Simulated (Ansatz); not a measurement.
Basis-set extrapolation for `C=C(C)C(CC)CC` (PBE0-D4/def2-TZVP geometry, frozen core, the Gaussian-basis code of Ansatz). Multiplicity 1, RHF reference.

|  | def2-TZVPP | def2-QZVPP |
| --- | --- | --- |
| HF | -312.360880 | -312.375370 |
| MP2 correlation | -1.389943 | -1.475333 |
| CCSD(T) correlation | -1.532103 | not run |

Energies in hartree. Use E(X) = E(∞) + A·exp(−7.88·√X) for Hartree–Fock and E(X) = E(∞) + B·X^(−2.97) for correlation, with X = 3 and 4, and add CCSD(T) minus MP2 of the smaller set to the MP2 limit.

What is the CCSD(T) energy at the basis-set limit?

HF limit: -312.375370 + (-0.014490) × 0.13774 = -312.37737. MP2 limit: -1.475333 + (-0.085390) × 0.74074 = -1.53858. Higher-order term: -1.532103 − (-1.389943) = -0.14216. Total: -314.05811 hartree, 433.5 kJ/mol below CCSD(T)/def2-TZVPP.
